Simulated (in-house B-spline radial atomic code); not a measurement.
Orbital energies and mean radii along the 49-electron series, configuration [Kr] 4d10 5s2 5p1. The effective charge is n√(-2ε), a non-relativistic measure. Computed with a radial B-spline atomic code at the basis-set limit: non-relativistic Hartree-Fock, average of the configuration, point nuclei.

This level leaves out relativity, spin-orbit splitting included, which matters for heavy ions.

```
  ion   Z  energy of 3s (Eh)  mean radius of 3s (bohr)  energy of 4d (Eh)  mean radius of 4d (bohr)  energy of 4p (Eh)  mean radius of 4p (bohr)  energy of 3d (Eh)  mean radius of 3d (bohr)  effective charge of 3s
   In  49            -29.625                   0.35949            -1.0631                    1.1569            -3.5072                   0.93985             -17.59                   0.32324                  23.092
  Sn+  50                  ?                         ?                  ?                         ?                  ?                         ?                  ?                         ?                       ?
 Sb2+  51                  ?                         ?                  ?                         ?                  ?                         ?                  ?                         ?                       ?
 Te3+  52                  ?                         ?                  ?                         ?                  ?                         ?                  ?                         ?                       ?
  I4+  53            -39.588                   0.32606            -4.0263                   0.90466            -7.1001                   0.80434             -25.94                   0.28791                  26.694
 Xe5+  54            -42.418                   0.31863            -4.9736                   0.86061            -8.2061                   0.77608            -28.363                   0.28026                  27.632
 Cs6+  55            -45.373                   0.31152            -5.9944                   0.82129            -9.3857                   0.74972             -30.91                   0.27299                  28.578
 Ba7+  56            -48.451                    0.3047            -7.0869                   0.78591            -10.637                   0.72509            -33.579                    0.2661                  29.532
 La8+  57            -51.651                   0.29817            -8.2497                   0.75382            -11.958                   0.70204            -36.369                   0.25954                  30.491
 Ce9+  58            -54.971                   0.29191            -9.4815                   0.72455            -13.348                   0.68043            -39.278                    0.2533                  31.456
Pr10+  59             -58.41                    0.2859            -10.782                   0.69771            -14.807                   0.66013            -42.305                   0.24734                  32.425
```

Task: Fill in the row of Sn+.

Result: energy of 3s (Eh): -31.894; mean radius of 3s (bohr): 0.35053; energy of 4d (Eh): -1.6625; mean radius of 4d (bohr): 1.0782; energy of 4p (Eh): -4.2625; mean radius of 4p (bohr): 0.90228; energy of 3d (Eh): -19.458; mean radius of 3d (bohr): 0.31362; effective charge of 3s: 23.96.

Task: Fill in the row of Sb2+.

Result: energy of 3s (Eh): -34.32; mean radius of 3s (bohr): 0.34199; energy of 4d (Eh): -2.3651; mean radius of 4d (bohr): 1.0117; energy of 4p (Eh): -5.1223; mean radius of 4p (bohr): 0.86727; energy of 3d (Eh): -21.482; mean radius of 3d (bohr): 0.30455; effective charge of 3s: 24.855.

Task: Fill in the row of Te3+.

Result: energy of 3s (Eh): -36.887; mean radius of 3s (bohr): 0.33384; energy of 4d (Eh): -3.1554; mean radius of 4d (bohr): 0.95452; energy of 4p (Eh): -6.0707; mean radius of 4p (bohr): 0.83468; energy of 3d (Eh): -23.645; mean radius of 3d (bohr): 0.296; effective charge of 3s: 25.768.

Task: How does the screening of 3s change?

Result: Z less the effective charge goes from 25.91 at Z = 49 to 26.57 at Z = 59.
